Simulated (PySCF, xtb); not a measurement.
Sn(NH2)(SH) (H3NSSn), SMILES [NH2][Sn][SH] (connectivity only; charge and spin as stated), neutral, multiplicity 1. One conformer was computed; it need not be the lowest.

Harmonic wavenumbers (cm⁻¹) from GFN2-xTB in xtb at its own minimum, in rising order: 136, 210, 326, 337, 411, 515, 539, 575, 1481, 2416, 3424, 3450.

Problem. What does B3LYP-D3(BJ)/def2-SVP in PySCF give at its own minimum? (The exact figures need the calculation; the answer reports its results.)

Solution. 150, 222, 318, 332, 429, 595, 609, 686, 1506, 2670, 3539, 3650. Paired by order, the mean absolute difference is 76 cm⁻¹ and the zero-point energies are 19.8 and 21.0 kcal/mol.
